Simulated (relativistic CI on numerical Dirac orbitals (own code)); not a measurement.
# Dy³⁹⁺: sensitivity of the levels to the model

Base calculation: Dirac-Coulomb-Breit CI, KLI orbitals optimised for each configuration, model QED (radiative potential, 1s self-energy scaled to tabulated hydrogen-like ionisation energies), unscaled Slater integrals.

CI space (outside the closed core [Ne]): 3s2.3p6.3d9, 3s2.3p5.3d10, 3s.3p6.3d10, 3s2.3p6.3d8.4s, 3s2.3p6.3d8.4p, 3s2.3p6.3d8.4d, 3s2.3p4.3d10.4s, 3s2.3p4.3d10.4p, 3s2.3p5.3d9.4s, 3s2.3p6.3d8.4f, 3s2.3p4.3d10.4d, 3s2.3p5.3d9.4p, 3s.3p5.3d10.4s, 3s2.3p6.3d7.4s2, 3s.3p5.3d10.4p, 3s2.3p5.3d9.4d, 3s2.3p6.3d7.4s.4p, 3s.3p6.3d9.4s, 3s.3p5.3d10.4d, 3p6.3d10.4s, 3s2.3p6.3d8.5s, 3s2.3p6.3d7.4p2, 3s2.3p5.3d9.4f, 3s2.3p6.3d7.4s.4d, 3s2.3p6.3d8.5p, 3s.3p6.3d9.4p, 3p6.3d10.4p, 3s2.3p6.3d8.5d, 3s2.3p6.3d7.4p.4d, 3s2.3p5.3d8.4s2, 3s2.3p6.3d8.5f, 3p6.3d10.4d, 3s.3p6.3d9.4d, 3s2.3p6.3d8.5g, 3s2.3p5.3d8.4s.4p, 3s2.3p6.3d7.4d2. Levels of other configurations are missing.

Variants: (1) P86 correlation estimate; (2) configuration mixing switched off; (3) Breit term removed. Shifts of the energy above 3s2.3p6.3d9 2D_5/2, in eV, for the lowest level and the first level of each name with at least 55 % of one term (blank where a level changes its place among those of its configuration and J or its character, or is not in the variant):

| Level | Base | Δ(1) | Δ(2) | Δ(3) |
| --- | --- | --- | --- | --- |
| 3s2.3p6.3d9 2D_5/2 | 0.00 | 0.00 | 0.00 | 0.00 |
| 3s2.3p6.3d9 2D_3/2 | 37.92 | 0.00 | -0.01 | +0.88 |
| 3s2.3p5.3d10 2P°_3/2 | 364.96 | +0.23 | +0.19 | +1.83 |
| 3s2.3p5.3d10 2P°_1/2 | 540.40 | +0.23 | +0.43 | +3.84 |
| 3s.3p6.3d10 2S_1/2 | 737.54 | +0.40 | +0.95 | +1.65 |
| 3s2.3p6.3d8.4s 4F_9/2 | 1167.21 | +1.87 | -0.46 | +0.71 |
| 3s2.3p6.3d8.4s 2F_7/2 | 1169.81 | +1.87 | -0.49 | +0.64 |
| 3s2.3p6.3d8.4s 4F_7/2 | 1204.48 | +1.87 | -0.53 | +1.42 |
| 3s2.3p6.3d8.4s 4F_5/2 | 1205.03 | +1.87 | -0.50 | +1.35 |
| 3s2.3p6.3d8.4s 4P_3/2 | 1216.78 | +1.88 | +0.06 |  |
| 3s2.3p6.3d8.4s 2G_9/2 | 1217.93 | +1.87 | -0.49 | +1.85 |
| 3s2.3p6.3d8.4s 2G_7/2 | 1218.33 | +1.87 | -0.46 | +1.77 |
| 3s2.3p6.3d8.4s 2P_1/2 | 1218.50 | +1.88 | +0.02 | +0.83 |
| 3s2.3p6.3d8.4p 2P°_1/2 | 1268.76 | +1.96 | +1.05 | -0.92 |

At this charge energies of transitions that change n are usually good to better than 1 %, and those within a shell (Δn = 0) to a few per cent.

Ionisation energy from the two ground configurations alone: base 2986.65 eV; P86 correlation estimate 2988.83 eV; Breit term removed 2988.56 eV. The NIST ASD value (theoretical) is 2987 eV.

LS names give the leading component of a level, which can be under half, so a name can repeat, a term be missing and a line seem to break the LS rules.
